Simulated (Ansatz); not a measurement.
The cluster Zn2O⁺, relaxed as a quartet with UKS PBE-D4/def2-TZVP in Ansatz, starting from the PBE-D4/def2-TZVP geometry of the charge +1 doublet. Force threshold 0.02 eV/Å.

At PBE-D4/def2-TZVP a doublet of charge 1 lies 1.89 eV below the quartet, each at its own geometry. The structure comes from a short search, and lower isomers may exist.

Start:

```xyz
3

Zn    0.919    0.595   -1.314
Zn   -1.129   -0.767    1.031
O     0.210    0.172    0.283
```

(1) Estimate the energy that the relaxation releases and the steps that it takes.

(2) Does the start keep its bonding and symmetry?

(3) Predict the relaxed structure.

Results:

(1) 48.2 kJ/mol, in 5 steps; 9 s on 4 threads of Arm Neoverse N1 on a shared host. No frequencies were taken in this run, so the end may be a saddle point.

(2) By distances, no bond broke or formed. The bond that changes most is Zn1–O3, from 1.80 to 2.03 Å (atoms count from 1). Point group C2v at the start, C2v at the end, both within 0.05 Å.

(3) 
| atom | x (Å) | y (Å) | z (Å) |
| --- | --- | --- | --- |
| Zn1 | 0.9929 | 0.6389 | -1.4824 |
| Zn2 | -1.2695 | -0.8661 | 1.1089 |
| O3 | 0.2766 | 0.2273 | 0.3735 |
Bond lengths (bridged metal pairs left out): 2 × O–Zn 2.03 Å.
